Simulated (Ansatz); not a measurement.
Total energies of (ClBe-mu-NH2)2 (Be₂N₂Cl₂H₄) from Ansatz at PBE-D4/def2-TZVP, gas phase (1 Eh = 27.2114 eV = 2625.5 kJ/mol). The reference geometry is relaxed at PBE-D4/def2-SVP.

| state | geometry | energy (Eh) |
| --- | --- | --- |
| charge 0 singlet | reference | -1061.61214 |
| charge 1 doublet | reference | -1061.26694 |
| charge 1 doublet | relaxed at PBE-D4/def2-SVP | -1061.26839 |
| free Be atom (singlet) | – | -14.62825 |
| free Cl atom (doublet) | – | -459.95840 |
| free N atom (quartet) | – | -54.53214 |
| free H atom (doublet) | – | -0.49962 |

(1) Work out the vertical ionisation energy to the doublet.

(2) How much does the charge 1 doublet relax, and what is the adiabatic ionisation energy?

(3) What is the binding energy per atom against free atoms?

(1) E(charge 1 doublet) − E(charge 0 singlet) = -1061.26694 − (-1061.61214) = 0.34520 Eh = 9.39 eV. For comparison, −ε of the highest occupied level is 6.71 eV at this level, 2.68 eV less.

(2) Relaxation: -1061.26694 − (-1061.26839) = 0.00145 Eh = 0.04 eV. Adiabatic ionisation energy: 0.34375 Eh = 9.35 eV, without zero-point energy. 

(3) Atoms: 2 × (-14.62825) + 2 × (-459.95840) + 2 × (-54.53214) + 4 × (-0.49962) = -1060.23606 Eh. Binding: -1060.23606 − (-1061.61214) = 1.37608 Eh = 37.45 eV, or 3.74 eV for each of 10 atoms (no zero-point energy, no counterpoise term).
